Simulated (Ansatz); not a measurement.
Species: C₅H₁₁O, net charge 1, singlet state. It need not be the lowest isomer of its formula. 
Geometry from a B3LYP-D3(BJ)/def2-TZVP (Ansatz, a first-principles code) optimisation:
SMILES: CCCC(C)=[OH+]
```xyz
17

C      2.6683     0.6400    -0.5038
C      1.4961    -0.1489     0.0722
C      0.1610     0.4657    -0.3447
C     -1.0644    -0.1847     0.1277
O     -0.9412    -1.3580     0.6178
C     -2.3807     0.4729     0.0662
H      2.6592     1.6762    -0.1608
H      2.6479     0.6434    -1.5951
H      3.6117     0.1955    -0.1906
H      1.5394    -1.1864    -0.2623
H      1.5536    -0.1671     1.1629
H      0.0532     0.4642    -1.4450
H      0.0846     1.5306    -0.0912
H     -2.4394     1.1507    -0.7846
H     -2.4717     1.0915     0.9700
H     -3.2087    -0.2366     0.0525
H     -1.7822    -1.7685     0.8961
```
Charge +1, spin multiplicity 1.

Basis-set convergence of Hartree-Fock and CCSD(T) correlation energies (hartree) with Ansatz. Correlated levels leave the core frozen unless marked. No spin-orbit coupling. Non-relativistic.

```
basis    functions       E(HF)  E(corr, CCSD(T))
-------  ---------  ----------  ----------------
cc-pVDZ        139  -270.38857          -0.97435
cc-pVTZ        334  -270.46709          -1.17736
cc-pVQZ        660  -270.48525          -1.23959
```

Extrapolating the two largest sets (X = 3 and 4) as X^-3: E(corr) = (64·(-1.23959) - 27·(-1.17736))/37 = -1.2850 Eh, an estimate of the basis-set limit. The largest set recovers 96.5 % of it, the smallest 75.8 %.
